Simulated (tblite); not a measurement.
C9H18Ge.
Numbering: `[CH3:1][C@@H:2]1[CH2:3][C@@H:4]1[C@@H:5]1[CH2:6][CH2:7][CH2:8][CH2:9][GeH2:10]1` (hydrogens: H11, H12, H13 on C1; H14 on C2; H15, H16 on C3; H17 on C4; H18 on C5; H19, H20 on C6; H21, H22 on C7; H23, H24 on C8; H25, H26 on C9; H27, H28 on Ge10)

Geometry (GFN2-xTB, Å), atoms numbered from 1 in this order:
```
atom  x, y, z in Å
C1     2.804   -1.123   -0.977
C2     2.696    0.320   -0.553
C3     2.635    0.684    0.903
C4     1.436    0.903    0.028
C5     0.179    0.094    0.223
C6    -0.691    0.137   -1.036
C7    -1.959   -0.710   -0.935
C8    -3.029   -0.113   -0.021
C9    -2.657   -0.185    1.458
Ge10  -0.926    0.726    1.750
H11    2.341   -1.785   -0.252
H12    3.852   -1.407   -1.069
H13    2.326   -1.279   -1.943
H14    3.271    0.986   -1.188
H15    2.584   -0.126    1.616
H16    3.191    1.539    1.257
H17    1.227    1.934   -0.245
H18    0.446   -0.948    0.419
H19   -0.971    1.175   -1.242
H20   -0.097   -0.211   -1.887
H21   -1.699   -1.712   -0.583
H22   -2.382   -0.813   -1.938
H23   -3.191    0.931   -0.304
H24   -3.970   -0.647   -0.183
H25   -3.454    0.251    2.061
H26   -2.566   -1.230    1.758
H27   -1.089    2.224    1.710
H28   -0.328    0.410    3.099
```

Computed with GFN2-xTB (tblite): harmonic, unscaled wavenumbers at the GFN2-xTB geometry, gas phase. Errors from tens to a few hundred cm⁻¹ against measured bands are possible. Modes of hydrogen on germanium can be 10 to 20 % off. One conformer, not necessarily the lowest.

Harmonic wavenumbers (cm⁻¹): 40.9, 61.2, 101.6, 146.6, 156.8, 172.2, 220.9, 246.5, 321.5, 338.5, 353.5, 407.9, 418.4, 468.8, 491.6, 551.8, 590.7, 628.0, 663.7, 767.7, 829.4, 838.8, 848.6, 874.8, 879.9, 899.0, 927.2, 939.5, 989.1, 1011.1, 1018.7, 1050.2, 1066.0, 1081.5, 1097.0, 1108.7, 1119.9, 1130.7, 1142.5, 1171.3, 1173.3, 1200.8, 1217.8, 1247.0, 1260.2, 1273.7, 1284.7, 1343.7, 1352.1, 1354.9, 1358.1, 1407.4, 1422.6, 1461.1, 1482.5, 1488.5, 1488.9, 1496.0, 1502.0, 1506.9, 1916.9, 1988.8, 2930.8, 2934.3, 2937.2, 2948.4, 2950.7, 2953.4, 2962.0, 2968.8, 2972.6, 3002.9, 3009.1, 3018.5, 3026.8, 3047.6, 3076.5, 3089.9.

A = 1576, B = 643.6, C = 499.3 MHz; mass 200.062 u (most abundant isotopes); point group C1, symmetry number 1.

Problem. Zero-point energy?

Solution. ½Σν̃ = 53115 cm⁻¹ = 635.40 kJ/mol.

Problem. Entropy at 500 K, 1 bar (ideal gas, RRHO, classical rotation)?

Solution. Translation 185.68, rotation 135.44, vibration 268.35: S = 589.5 J/(mol K).

Problem. And Cp and H(500 K) − H(0)?

Solution. Cp = 326.10 J/(mol K), of which vibrations give 292.85 (their classical limit is 78 R = 648.5); H(500 K) − H(0) = 87.98 kJ/mol without the zero-point energy, 71.35 from vibrations.

Problem. How do the functions run with temperature in this model?

Solution. 
| T (K) | S (J/(mol K)) | Cp (J/(mol K)) | H − H(0) (kJ/mol) | G − H(0) (kJ/mol) | ln q(vib) |
| --- | --- | --- | --- | --- | --- |
| 150 | 349.9 | 114.1 | 10.85 | -41.64 | 3.58 |
| 250 | 421.3 | 171.9 | 25.06 | -80.25 | 6.76 |
| 298.15 | 454.2 | 203.1 | 34.09 | -101.33 | 8.32 |
| 400 | 523.2 | 268.9 | 58.15 | -151.11 | 11.71 |
| 600 | 653.3 | 374.0 | 123.06 | -268.92 | 18.55 |
| 900 | 825.9 | 475.6 | 251.80 | -491.52 | 28.71 |

q(vib) and H(0) count from the zero-point level.

Problem. What must be added to the electronic energy to get the Gibbs energy at 500 K and 1 bar?

Solution. ZPE + [H(500 K) − H(0)] − T·S = 635.40 + 87.98 − 294.74 = 428.64 kJ/mol.

Problem. Which modes carry the vibrational entropy at 500 K?

Solution. 40.9 cm⁻¹: 26.11; 61.2 cm⁻¹: 22.76; 101.6 cm⁻¹: 18.57; 146.6 cm⁻¹: 15.55; 156.8 cm⁻¹: 15.00; 172.2 cm⁻¹: 14.24 J/(mol K); the other 72 give 156.12 together.

Hindered rotation and anharmonicity are outside this model. Other conformers, if any are populated, would add a mixing term that is left out. The structure is chiral; the term R ln 2 for an equal mix with its mirror image is left out.
